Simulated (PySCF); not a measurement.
**S: excitation energy**

S [Ne] 3s2 3p4 (3P) → S [Ne] 3s1 3p5, s spin flipped, as a difference of total energies. Calculation: PySCF 2.14, in dyall-av3z (19s12p3d2f, 84 functions); no relativity, point nucleus. Correlated levels: valence: [Ne] frozen; virtual orbitals above 40 to 60 times the deepest correlated orbital energy dropped. The calculations carry no spin-orbit coupling.

```csv
method,excitation energy (cm⁻¹)
UHF,116350
MP2 (valence),100930
SCS-MP2 (valence),98726
```

The upper determinant mixes two multiplicities, so it lies between the two terms.

The upper state lies above the first ionisation limit, but in LS coupling its spin forbids autoionisation to the ground ion.

The coupled-cluster amplitudes are large for the upper state (T1 above 0.03 or a double amplitude above 0.15), so a single reference is strained.
